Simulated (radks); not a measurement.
The selenium ion Se+, configuration [Ar] 3d10 4s2 4p(up 2.25, down 0.75) (fractional occupations, a model configuration). All-electron calculation, scalar-relativistic Kohn-Sham, r2SCAN, spin-polarised, spherical densities, finite nucleus; meta-GGA in the generalised Kohn-Sham scheme; Fermi nuclear charge, rms radius 4.14 fm. Program: a radial shooting solver on a logarithmic mesh with Libxc functionals.

Unscreened Slater integrals over Kohn-Sham orbitals (cm^-1). They are taken over the spin-up orbitals.

| integral | value |
|---|---|
| F0(4p,4p) | 94542 |
| F2(4p,4p) | 49612 |
| F0(4p,4s) | 102300 |
| G1(4p,4s) | 67776 |
| F0(4p,3d) | 123090 |
| F2(4p,3d) | 24532 |
| G1(4p,3d) | 8412.6 |
| G3(4p,3d) | 7561.1 |
| F0(4s,4s) | 112680 |
| F0(4s,3d) | 143790 |
| G2(4s,3d) | 12489 |
| F0(3d,3d) | 320540 |
| F2(3d,3d) | 152220 |
| F4(3d,3d) | 95515 |

Derived for the open shells (J is the average intra-shell exchange parameter used in DFT+U). 4p: J = F2/5 = 9922 cm^-1.
